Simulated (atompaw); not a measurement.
Pseudopotential generation for Ge (Z = 32): PAW (atompaw), PBE, scalar-relativistic.

- Element: Ge
- Generator: atompaw 4.2.0.5
- Type: PAW
- Functional: PBE
- Relativity: scalar-relativistic
- Frozen core: [Ne]
- Valence charge: 22
- Reference configuration: 3s2 3p6 3d10 4s2 4p2
- Partial waves: 3s (bound): rc 1.06 bohr; 4s (bound): rc 1.62 bohr; 3p (bound): rc 1.30 bohr; 4p (bound): rc 1.62 bohr; 3d (bound): rc 1.62 bohr; 3d channel at -1.7 Ry: rc 1.62 bohr
- Local potential: bessel scheme, radius 1.36 bohr
- Core correction: smooth core density matched at 1.50 bohr
- Augmentation charge: sinc compensation charge, radius 1.56 bohr; PAW radius 1.62 bohr; waves and projectors: custom polynom vanderbiltortho

All-electron outer shells of the reference configuration (PBE, scalar-relativistic, ld1.x):

```json
{"shell": "2s", "level (eV)": "-1371.79", "outermost node (bohr)": "0.06", "outermost maximum (bohr)": "0.18"}
{"shell": "2p", "level (eV)": "-1198.71", "outermost node (bohr)": "–", "outermost maximum (bohr)": "0.14"}
{"shell": "3s", "level (eV)": "-168.49", "outermost node (bohr)": "0.26", "outermost maximum (bohr)": "0.54"}
{"shell": "3p", "level (eV)": "-115.62", "outermost node (bohr)": "0.23", "outermost maximum (bohr)": "0.54"}
{"shell": "3d", "level (eV)": "-29.31", "outermost node (bohr)": "–", "outermost maximum (bohr)": "0.50"}
{"shell": "4s", "level (eV)": "-11.73", "outermost node (bohr)": "0.77", "outermost maximum (bohr)": "1.75"}
{"shell": "4p", "level (eV)": "-3.90", "outermost node (bohr)": "0.82", "outermost maximum (bohr)": "2.22"}
```

**Question.** Estimate the cutoffs (Ry, on a coarse ladder) from which the occupation-weighted sum of valence levels, in a spherical-Bessel basis at the reference potential, stays within 10 and 1 mRy of its value at 400 Ry.

**Answer.** 80 Ry and 140 Ry.

**Question.** What does a ghost test show?

**Answer.** No extra level below or beside the all-electron valence levels (s, p, d, f tested).

**Question.** Is the overlap operator S = 1 + Σ q|β⟩⟨β| positive definite (Bessel basis up to 400 Ry)?

**Answer.** Yes: its lowest eigenvalue is 0.52 (s channel).
